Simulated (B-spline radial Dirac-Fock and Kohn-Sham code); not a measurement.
**Cr¹³⁺: scattering cross sections and density moments**

System: Cr¹³⁺ in the configuration [Ne] 3s1.

These are calculated numbers from a B-spline atomic structure program; the model is Dirac-Fock densities.

| Property | Result |
| --- | --- |
| Sum of ⟨r⟩ | 2.986 bohr |
| Sum of ⟨r²⟩ | 1.326 bohr² |
| Sum of ⟨1/r⟩ | 90.136 per bohr |
| Langevin diamagnetic susceptibility | -1.05 × 10⁻⁶ cm³/mol |
| Lamb shielding (α²/3)Σ⟨1/r⟩ | 1600 ppm |

Coherent scattering is the Thomson cross section weighted by f₀², without anomalous dispersion; incoherent scattering is Klein-Nishina weighted by S. The Lamb formula is the non-relativistic shielding expression. Electron correlation is left out. A dash stands where the photon energy is too low for the impulse approximation behind that column.

| hν (keV) | coherent (b) | incoherent (b) | incoherent per electron (b) |
| --- | --- | --- | --- |
| 1 | 80.03 | – | – |
| 2 | 78.69 | 0.1233 | 0.0112 |
| 5 | 70.67 | 0.6035 | 0.0549 |
| 8.0478 | 59.99 | 1.153 | 0.105 |
| 17.4793 | 33.26 | 2.675 | 0.243 |
| 20 | 28.45 | 3.002 | 0.273 |
| 50 | 7.521 | 4.638 | 0.422 |
| 100 | 2.353 | 4.834 | 0.439 |

Incoherent scattering overtakes coherent scattering between 50 and 100 keV.
